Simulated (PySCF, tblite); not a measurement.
CH5NSSi.
Structure used (GFN2-xTB), in Å, numbered top down from 1:
```
atom  x, y, z in Å
N1     2.033    0.331   -0.215
C2     0.984    0.224    0.467
Si3   -0.633   -0.690    0.028
S4    -2.247    0.723    0.180
H5     2.017   -0.137   -1.122
H6     1.021    0.733    1.431
H7    -0.563   -1.191   -1.342
H8    -0.941   -1.704    1.020
H9    -1.659    1.717   -0.472
```

Level of theory: CAM-B3LYP/def2-SVPD in PySCF (dipole) on a GFN2-xTB geometry, gas phase.

Take the most abundant isotopes and a rigid rotor. The values belong to one conformer with, in the numbering `[H]/[N:1]=[CH:2]\[SiH2:3][SH:4]`, N1–C2–Si3–S4 -124°, C2–Si3–S4–H 46°.

Q: Give the principal moments of inertia and the rotational constants in GHz.

A: Ia = 45.75, Ib = 236.77, Ic = 263.85 u·Å²; 505379 MHz·u·Å²/I gives 11046, 2134 and 1915 MHz, that is A = 11.046, B = 2.1345, C = 1.9154 GHz.

Q: What kind of rotor is it?

A: A near-prolate asymmetric top; Ray's κ = -0.952.

Q: Is it planar, by Δ = Ic − Ia − Ib?

A: Not planar: Δ = Ic − Ia − Ib = -18.67 u·Å². For a rigid frame Δ = −2 Σ m c², so Σ m c² = 9.33 u·Å² lies off the ab plane: 6.46 from hydrogen and 2.87 from heavier atoms. The atom farthest from that plane is 1.34 Å away.

Q: Where do the levels up to J = 2 lie, in K?

A: Above 0(0,0), as E/k:
J = 1: 1(0,1) 0.194, 1(1,1) 0.622, 1(1,0) 0.633
J = 2: 2(0,2) 0.583, 2(1,2) 1.000, 2(1,1) 1.032, 2(2,1) 2.315, 2(2,0) 2.315

Q: Which lines would a microwave search look for?

A: The dipole components are |μa| = 0.29 D, |μb| = 1.07 D, |μc| = 0.59 D. The squared components, which scale the intensities, stand as 0.07 : 1.00 : 0.31 (a : b : c). Some lines, for components of 0.1 D or more:

| type | branch | J(Ka,Kc) | MHz | lower level (cm⁻¹) |
| --- | --- | --- | --- | --- |
| a | Q | 3(1,2) ← 3(1,3) | 1315 | 1.089 |
| a | Q | 5(1,4) ← 5(1,5) | 3285 | 2.272 |
| c | Q | 4(1,4) ← 4(0,4) | 7975 | 1.349 |
| a | R | 5(0,5) ← 4(0,4) | 20170 | 1.349 |
| a | R | 5(2,4) ← 4(2,3) | 20240 | 2.554 |
| c | Q | 3(3,1) ← 3(2,1) | 45090 | 2.015 |
| b | Q | 5(3,3) ← 5(2,4) | 45143 | 3.230 |
| c | R | 3(3,1) ← 2(2,1) | 57259 | 1.609 |
| b | Q | 4(4,0) ← 4(3,1) | 63143 | 4.060 |
| c | R | 5(4,1) ← 4(3,1) | 83401 | 4.060 |
| b | R | 5(5,1) ← 4(4,0) | 101443 | 6.166 |

Its GFN2-xTB frequencies are all real (lowest 42 cm⁻¹). Constants of a rigid frame at the computed geometry: no zero-point averaging, no centrifugal distortion. Quadrupole hyperfine structure (14N) is left out.
